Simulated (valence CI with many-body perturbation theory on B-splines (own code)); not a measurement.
Results of a calculation; reference values are marked as such.
Energy levels of Hf57+

Level of theory: configuration interaction combined with many-body perturbation theory (CI+MBPT): five valence electrons over a frozen Dirac-Fock core [Ne], radial functions for each j: 11 s, 11 p, 10 d, 8 f, 5 g, 2 h, with the one-electron correlation potential Σ1 (screened to all orders), the two-electron term Σ2, the three-electron term Σ3, Breit, model QED; selected single and double excitations, second order for the rest, scaled by the run's own slope (own B-spline code, finite nucleus).

No measured spectrum was set against this ion. As an estimate, large intervals hold to a few tenths of a per cent, small ones and those within an open d or f shell to about a per cent. Among the levels kept, up to 3100 cm⁻¹ of a level comes from second order outside the variational space, and about a tenth of that is noise between levels of different J, which matters for small intervals.

Levels 1 to 45 of 166, with energies above the lowest level, (3s^2 3p1/2^2 3p3/2) J=3/2. "Leading %" is the weight of the configuration and term that name the level; weights of strongly mixed levels are sums over their largest components and can fall short. In the jj column 3d3/2^4 stands for four electrons in 3d with j = 3/2.

| No. | Configuration | Term | J | E (eV) | Leading % | Leading jj | g | Second component |
| --- | --- | --- | --- | --- | --- | --- | --- | --- |
| 1 | 3s²3p³ | ²P° | 3/2 | 0.00 | 48 | 3s^2 3p1/2^2 3p3/2 (99 %) | 1.344 | 27 % 3s²3p³ ²D° |
| 2 | 3s²3p²3d | ²D | 3/2 | 221.66 | 41 | 3s^2 3p1/2^2 3d3/2 (99 %) | 0.778 | 34 % 3s²3p²3d ⁴F |
| 3 | 3s²3p³ | ⁴S° | 3/2 | 298.14 | 55 | 3s^2 3p1/2 3p3/2^2 (99 %) | 1.453 | 44 % 3s²3p³ ²D° |
| 4 | 3s²3p²3d | ²D | 5/2 | 305.57 | 33 | 3s^2 3p1/2^2 3d5/2 (98 %) | 1.196 | 20 % 3s²3p²3d ⁴D |
| 5 | 3s²3p³ | ²D° | 5/2 | 309.60 | 99 | 3s^2 3p1/2 3p3/2^2 (99 %) | 1.187 |  |
| 6 | 3s²3p³ | ²P° | 1/2 | 324.41 | 99 | 3s^2 3p1/2 3p3/2^2 (99 %) | 0.648 |  |
| 7 | 3s3p⁴ | ⁴P | 5/2 | 465.11 | 66 | 3s 3p1/2^2 3p3/2^2 (92 %) | 1.458 | 26 % 3s3p⁴ ²D |
| 8 | 3s3p⁴ | ²P | 3/2 | 494.10 | 33 | 3s 3p1/2^2 3p3/2^2 (68 %) | 1.147 | 25 % 3s3p⁴ ²D |
| 9 | 3s3p⁴ | ²S | 1/2 | 495.65 | 54 | 3s 3p1/2^2 3p3/2^2 (85 %) | 2.054 | 24 % 3s3p⁴ ⁴P |
| 10 | 3s²3p²3d | ⁴F | 5/2 | 517.44 | 47 | 3s^2 3p1/2 3p3/2 3d3/2 (98 %) | 0.956 | 45 % 3s²3p²3d ²F |
| 11 | 3s²3p²3d | ⁴D | 1/2 | 520.54 | 80 | 3s^2 3p1/2 3p3/2 3d3/2 (99 %) | 0.211 | 13 % 3s²3p²3d ²P |
| 12 | 3s²3p²3d | ⁴F | 3/2 | 520.68 | 33 | 3s^2 3p1/2 3p3/2 3d3/2 (92 %) | 0.903 | 29 % 3s²3p²3d ⁴D |
| 13 | 3s²3p²3d | ²G | 7/2 | 529.34 | 52 | 3s^2 3p1/2 3p3/2 3d3/2 (98 %) | 1.024 | 26 % 3s²3p²3d ²F |
| 14 | 3s²3p²3d | ²D | 5/2 | 557.93 | 36 | 3s^2 3p1/2 3p3/2 3d3/2 (93 %) | 1.162 | 24 % 3s²3p²3d ²F |
| 15 | 3s²3p²3d | ²P | 1/2 | 567.50 | 38 | 3s^2 3p1/2 3p3/2 3d3/2 (88 %) | 1.664 | 31 % 3s²3p²3d ⁴P |
| 16 | 3s²3p²3d | ²D | 3/2 | 567.95 | 26 | 3s^2 3p1/2 3p3/2 3d3/2 (77 %) | 1.220 | 22 % 3s²3p²3d ⁴P |
| 17 | 3s²3p²3d | ⁴D | 7/2 | 589.21 | 47 | 3s^2 3p1/2 3p3/2 3d5/2 (99 %) | 1.302 | 37 % 3s²3p²3d ⁴F |
| 18 | 3s²3p²3d | ²P | 3/2 | 600.91 | 45 | 3s^2 3p1/2 3p3/2 3d5/2 (96 %) | 1.336 | 23 % 3s²3p²3d ⁴P |
| 19 | 3s²3p²3d | ²G | 9/2 | 601.74 | 62 | 3s^2 3p1/2 3p3/2 3d5/2 (99 %) | 1.182 | 37 % 3s²3p²3d ⁴F |
| 20 | 3s²3p²3d | ²F | 5/2 | 604.41 | 36 | 3s^2 3p1/2 3p3/2 3d5/2 (97 %) | 1.119 | 25 % 3s²3p²3d ²D |
| 21 | 3s²3p³ | ²P° | 3/2 | 624.34 | 51 | 3s^2 3p3/2^3 (98 %) | 1.302 | 28 % 3s²3p³ ²D° |
| 22 | 3s²3p²3d | ²D | 5/2 | 624.59 | 41 | 3s^2 3p1/2 3p3/2 3d5/2 (94 %) | 1.272 | 35 % 3s²3p²3d ⁴P |
| 23 | 3s²3p²3d | ²F | 7/2 | 625.46 | 61 | 3s^2 3p1/2 3p3/2 3d5/2 (96 %) | 1.121 | 17 % 3s²3p²3d ⁴F |
| 24 | 3s²3p²3d | ²D | 3/2 | 633.81 | 61 | 3s^2 3p1/2 3p3/2 3d5/2 (97 %) | 0.930 | 21 % 3s²3p²3d ²P |
| 25 | 3s²3p²3d | ²P | 1/2 | 637.56 | 54 | 3s^2 3p1/2 3p3/2 3d5/2 (96 %) | 1.227 | 36 % 3s²3p²3d ²S |
| 26 | 3s3p³3d | ⁴D° | 5/2 | 682.38 | 29 | 3s 3p1/2^2 3p3/2 3d3/2 (95 %) | 1.261 | 19 % 3s3p³3d ⁶D° |
| 27 | 3s3p³3d | ⁴D° | 3/2 | 684.49 | 26 | 3s 3p1/2^2 3p3/2 3d3/2 (95 %) | 1.259 | 23 % 3s3p³3d ⁶D° |
| 28 | 3s3p³3d | ⁴P° | 1/2 | 686.55 | 45 | 3s 3p1/2^2 3p3/2 3d3/2 (96 %) | 2.387 | 30 % 3s3p³3d ⁶D° |
| 29 | 3s3p³3d | ⁴F° | 7/2 | 692.46 | 23 | 3s 3p1/2^2 3p3/2 3d3/2 (93 %) | 1.251 | 16 % 3s3p³3d ⁶D° |
| 30 | 3s3p³3d | ²D° | 3/2 | 710.28 | 27 | 3s 3p1/2^2 3p3/2 3d3/2 (82 %) | 1.004 | 12 % 3s3p³3d ⁴F° |
| 31 | 3s3p³3d | ²F° | 5/2 | 721.55 | 21 | 3s 3p1/2^2 3p3/2 3d3/2 (79 %) | 0.874 | 21 % 3s3p³3d ⁴G° |
| 32 | 3s3p³3d | ⁴D° | 1/2 | 725.70 | 43 | 3s 3p1/2^2 3p3/2 3d3/2 (87 %) | 0.556 | 25 % 3s3p³3d ²P° |
| 33 | 3s²3p3d² | ⁴G° | 5/2 | 752.42 | 43 | 3s^2 3p1/2 3d3/2^2 (79 %) | 0.780 | 28 % 3s²3p3d² ²F° |
| 34 | 3s3p³3d | ⁴F° | 9/2 | 754.69 | 48 | 3s 3p1/2^2 3p3/2 3d5/2 (98 %) | 1.348 | 30 % 3s3p³3d ⁶D° |
| 35 | 3s3p³3d | ⁴D° | 5/2 | 770.76 | 30 | 3s 3p1/2^2 3p3/2 3d5/2 (96 %) | 1.376 | 20 % 3s3p³3d ⁴P° |
| 36 | 3s3p⁴ | ⁴P | 3/2 | 774.31 | 69 | 3s 3p1/2 3p3/2^3 (87 %) | 1.491 | 17 % 3s3p⁴ ²D |
| 37 | 3s3p³3d | ⁴D° | 7/2 | 778.32 | 30 | 3s 3p1/2^2 3p3/2 3d5/2 (89 %) | 1.258 | 23 % 3s3p³3d ²F° |
| 38 | 3s3p³3d | ²D° | 3/2 | 780.04 | 32 | 3s 3p1/2^2 3p3/2 3d5/2 (87 %) | 1.126 | 18 % 3s3p³3d ⁴D° |
| 39 | 3s3p⁴ | ²D | 5/2 | 791.68 | 63 | 3s 3p1/2 3p3/2^3 (86 %) | 1.292 | 24 % 3s3p⁴ ⁴P |
| 40 | 3s²3p3d² | ²P° | 1/2 | 792.99 | 38 | 3s^2 3p1/2 3d3/2^2 (87 %) | 0.633 | 37 % 3s²3p3d² ⁴D° |
| 41 | 3s3p³3d | ²F° | 7/2 | 794.93 | 28 | 3s 3p1/2^2 3p3/2 3d5/2 (88 %) | 1.175 | 16 % 3s3p³3d ⁴D° |
| 42 | 3s²3p3d² | ⁴F° | 3/2 | 797.03 | 32 | 3s^2 3p1/2 3d3/2^2 (79 %) | 0.784 | 27 % 3s²3p3d² ²D° |
| 43 | 3s3p³3d | ²P° | 1/2 | 803.25 | 46 | 3s 3p1/2^2 3p3/2 3d5/2 (95 %) | 0.654 | 35 % 3s3p³3d ⁴D° |
| 44 | 3s3p³3d | ²F° | 5/2 | 808.39 | 20 | 3s 3p1/2^2 3p3/2 3d5/2 (80 %) | 1.091 | 17 % 3s3p³3d ²D° |
| 45 | 3s3p³3d | ²P° | 3/2 | 810.42 | 25 | 3s 3p1/2^2 3p3/2 3d5/2 (84 %) | 1.354 | 19 % 3s3p³3d ⁴D° |

The ionisation energy to 3s²3p² ³P0 of the next ion comes out as 5716.4 eV (NIST: 5713 ± 6 eV (theoretical)). All 166 levels together are meant to be complete up to 1237.52 eV.
